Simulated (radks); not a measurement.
Question: Species: Dy2+. Configuration: [Xe] 4f9.5 5f0.5 (fractional occupations, a model configuration). All-electron calculation, Dirac Kohn-Sham, LDA (Slater exchange, Perdew-Wang correlation), spin-unpolarised, spherical densities, finite nucleus; open shells fill j = l - 1/2 first; Fermi nuclear charge, rms radius 5.2218 fm. Program: a radial shooting solver on a logarithmic mesh with Libxc functionals. Some entries of the table are withheld. Estimate them.

orbital  occ.  eigenvalue (eV)  r(max) (bohr)
1s1/2       2              (1)        0.01339
2s1/2       2        -8932.892        0.07627
2p1/2       2        -8500.875        0.05741
2p3/2       4        -7701.624        0.06344
3s1/2       2        -2003.764         0.2159
3p1/2       2        -1814.640         0.2032
3p3/2       4        -1648.739         0.2159
3d3/2       4        -1322.072         0.1708
3d5/2       6        -1285.809         0.1743
4s1/2       2        -412.2079         0.4945
4p1/2       2        -337.5821         0.4975
4p3/2       4        -300.2822         0.5247
4d3/2       4        -177.0578         0.5295
4d5/2       6        -170.2963         0.5384
5s1/2       2         -68.1550          1.153
5p1/2       2         -47.6420          1.255
5p3/2       4         -42.6544          1.337
4f5/2       6         -23.8011         0.5337
4f7/2     3.5         -22.8870         0.5389
5d3/2       0         -17.1534          1.820
6s1/2       0              (2)          2.921
5d5/2       0         -16.7502          1.861
5f5/2     0.5          -5.5172            (3)
5f7/2       0          -5.5103            (4)

Answer: 
(1) 1s1/2 eigenvalue (eV): -53561.39
(2) 6s1/2 eigenvalue (eV): -16.7807
(3) 5f5/2 r(max) (bohr): 5.786
(4) 5f7/2 r(max) (bohr): 5.799
